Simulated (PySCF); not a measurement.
ClIn, triplet, at a GFN2-xTB geometry (such geometries of metal compounds can be far from the true shape) (the spin is typed, not shown lowest) (core potentials on In), with bond 2-1 at 2.4 times its length; CASSCF(8,8)/def2-SVP (PySCF).

Here is a job for PySCF.
```python
from pyscf import gto, scf, mcscf
import numpy

mol = gto.Mole()
mol.atom = '''
    In   -0.00000000   -0.00000000   -0.63631102
    Cl    0.00000000    0.00000000    5.29261048
'''
mol.basis = 'def2-svp'
mol.ecp = {'In': 'def2-svp'}
mol.spin = 2
mol.verbose = 4
mol.build()

mf = scf.ROHF(mol)
mf.kernel()
mc = mcscf.CASSCF(mf, 8, 8)
mc.fix_spin_(ss=2.0)
mc.kernel()
occ = numpy.linalg.eigvalsh(mc.fcisolver.make_rdm1(mc.ci, mc.ncas, mc.nelecas))[::-1]
ss = mc.fcisolver.spin_square(mc.ci, mc.ncas, mc.nelecas)[0]
print('natural occupations', occ.round(4), ' <S^2>', round(ss, 4))
```

What the program printed (banner, timings and long lists left out):

```
PySCF version 2.14.0

[INPUT] verbose = 4
[INPUT] num. atoms = 2
[INPUT] num. electrons = 38
[INPUT] charge = 0
[INPUT] spin (= nelec alpha-beta = 2S) = 2
[INPUT] symmetry False subgroup None
[INPUT] Mole.unit = angstrom
[INPUT] Symbol           X                Y                Z      unit          X                Y                Z       unit  Magmom
[...]
nuclear repulsion = 31.8635124952219
number of shells = 18
number of NR pGTOs = 97
number of NR cGTOs = 44
basis = def2-svp
ecp = {'In': 'def2-svp'}

******** <class 'pyscf.scf.rohf.ROHF'> ********
method = ROHF
initial guess = minao
damping factor = 0
level_shift factor = 0
DIIS = <class 'pyscf.scf.diis.CDIIS'>
diis_start_cycle = 1
diis_space = 8
diis_damp = 0
SCF conv_tol = 1e-09
SCF conv_tol_grad = None
SCF max_cycles = 50
direct_scf = True
direct_scf_tol = 1e-13
num. doubly occ = 18  num. singly occ = 2
Set gradient conv threshold to 3.16228e-05
init E= -626.796675050586

WARN: HOMO -0.453620103088914 >= LUMO -0.453567781670788

cycle= 1 E= -648.25081963163  delta_E= -21.5  |g|= 1.04  |ddm|=  8.3
[...]
cycle= 2 E= -648.209342641942  delta_E= 0.0415  |g|= 0.627  |ddm|= 2.46

WARN: HOMO -0.059375481254143 >= LUMO -0.168836458273191

cycle= 3 E= -647.935483259858  delta_E= 0.274  |g|= 0.615  |ddm|= 1.82
[...]
cycle= 4 E= -648.514511334169  delta_E= -0.579  |g|= 0.0864  |ddm|= 1.09
[...]
cycle= 5 E= -648.518218048992  delta_E= -0.00371  |g|= 0.0388  |ddm|= 0.146
[...]
cycle= 6 E= -648.519002851112  delta_E= -0.000785  |g|= 0.0133  |ddm|= 0.0868
[...]
cycle= 7 E= -648.519050147682  delta_E= -4.73e-05  |g|= 0.0082  |ddm|= 0.0122
[...]
cycle= 8 E= -648.519071508514  delta_E= -2.14e-05  |g|= 0.00362  |ddm|= 0.00982
[...]
cycle= 9 E= -648.519076166697  delta_E= -4.66e-06  |g|= 0.000836  |ddm|= 0.00529
[...]
cycle= 10 E= -648.51907646305  delta_E= -2.96e-07  |g|= 7.02e-05  |ddm|= 0.00166
[...]
cycle= 11 E= -648.519076465348  delta_E= -2.3e-09  |g|= 9.71e-06  |ddm|= 0.000139
[...]
cycle= 12 E= -648.519076465442  delta_E= -9.37e-11  |g|= 2.41e-06  |ddm|= 2.57e-05
[...]
Extra cycle  E= -648.519076465461  delta_E= -1.96e-11  |g|= 1.38e-06  |ddm|= 7.74e-06
converged SCF energy = -648.519076465461

******** <class 'pyscf.mcscf.mc1step.CASSCF'> ********
CAS (5e+3e, 8o), ncore = 15, nvir = 21
max_cycle_macro = 50
max_cycle_micro = 4
conv_tol = 1e-07
conv_tol_grad = None
orbital rotation max_stepsize = 0.02
orbital rotation threshold for CI restart = 0.01
augmented hessian ah_max_cycle = 30
[...]
CASCI E = -648.528395237777  S^2 = 2.0000000
[...]
               |grad[o]|=0.00104  |grad[c]|=0.003  |ddm|=0.000923  |maxRot[o]|=0.0699
macro iter  34 (  7 JK    2 micro), CASSCF E = -648.547022327055  dE = -4.63374020e-05  S^2 = 2.0000000
               |grad[o]|=0.000951  |grad[c]|=0.00214  |ddm|=0.000905  |maxRot[o]|=0.0699
macro iter  35 (  7 JK    2 micro), CASSCF E = -648.547063738727  dE = -4.14116720e-05  S^2 = 2.0000000
               |grad[o]|=0.000852  |grad[c]|=0.00121  |ddm|=0.00087  |maxRot[o]|=0.0699
macro iter  36 (  7 JK    2 micro), CASSCF E = -648.547099913555  dE = -3.61748286e-05  S^2 = 2.0000000
               |grad[o]|=0.000746  |grad[c]|=0.000294  |ddm|=0.000818  |maxRot[o]|=0.0699
macro iter  37 (  7 JK    2 micro), CASSCF E = -648.547130636524  dE = -3.07229685e-05  S^2 = 2.0000000
               |grad[o]|=0.000633  |grad[c]|=0.000762  |ddm|=0.000751  |maxRot[o]|=0.0699
macro iter  38 (  7 JK    2 micro), CASSCF E = -648.547155760588  dE = -2.51240643e-05  S^2 = 2.0000000
               |grad[o]|=0.000514  |grad[c]|=0.0017  |ddm|=0.00067  |maxRot[o]|=0.0699
macro iter  39 (  7 JK    2 micro), CASSCF E = -648.547175143754  dE = -1.93831659e-05  S^2 = 2.0000000
               |grad[o]|=0.000388  |grad[c]|=0.00274  |ddm|=0.000576  |maxRot[o]|=0.0699
macro iter  40 (  6 JK    2 micro), CASSCF E = -648.547185700416  dE = -1.05566614e-05  S^2 = 2.0000000
               |grad[o]|=0.000253  |grad[c]|=0.00237  |ddm|=0.000315  |maxRot[o]|= 0.05
macro iter  41 (  4 JK    1 micro), CASSCF E = -648.547191639596  dE = -5.93918026e-06  S^2 = 2.0000000
               |grad[o]|=0.000144  |grad[c]|=0.00334  |ddm|=0.000202  |maxRot[o]|=0.0383
macro iter  42 (  3 JK    1 micro), CASSCF E = -648.547192684224  dE = -1.04462799e-06  S^2 = 2.0000000
               |grad[o]|=5.1e-05  |grad[c]|=0.000849  |ddm|=7.51e-05  |maxRot[o]|=0.015
macro iter  43 (  1 JK    1 micro), CASSCF E = -648.547192684396  dE = -1.72008185e-10  S^2 = 2.0000000
               |grad[o]|=2.53e-05  |grad[c]|=2.61e-05  |ddm|=    0  |maxRot[o]|=    0
1-step CASSCF converged in  43 macro (348 JK  92 micro) steps
CASSCF canonicalization
Density matrix diagonal elements [1.99940271 1.99838411 1.92420206 1.00000001 1.00027597 0.03477261
 0.03499184 0.00797069]
CASSCF energy = -648.547192684396
CASCI E = -648.547192684396  E(CI) = -16.2078160553020  S^2 = 2.0000000
natural occupations [1.9994 1.9984 1.9243 1.0003 1.     0.035  0.0348 0.0079]  <S^2> 2.0
```
